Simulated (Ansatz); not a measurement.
Basis-set series for C$_{2}$H$_{7}$InO$_{2}$S, SMILES `C[O][In]([SH])[O]C`. Charge 0, multiplicity 1. In: def2 effective core potential. Geometry: relaxed with PBE0-D4/def2-TZVP. It is one conformer, not always the lowest.

```tsv
functional	basis	functions	energy (Eh)	HOMO (eV)	LUMO (eV)
PBE0-D4	def2-SVP	135	-818.52704	-7.41	-1.58
PBE0-D4	def2-QZVPP	590	-818.97941	-7.63	-1.83
ωB97M-V	def2-SVP	135	-818.74321	-9.74	0.39
ωB97M-V	def2-QZVPP	590	-819.20323	-9.97	-0.09
```

**Question.** Give the rows for def2-TZVPP. (An estimate is asked.)

**Answer.** Computed: 
| functional | basis | functions | energy (Eh) | HOMO (eV) | LUMO (eV) |
| --- | --- | --- | --- | --- | --- |
| PBE0-D4 | def2-TZVPP | 314 | -818.95167 | -7.59 | -1.76 |
| ωB97M-V | def2-TZVPP | 314 | -819.17658 | -9.93 | 0.12 |

Positive LUMOs are unbound and depend on the basis.
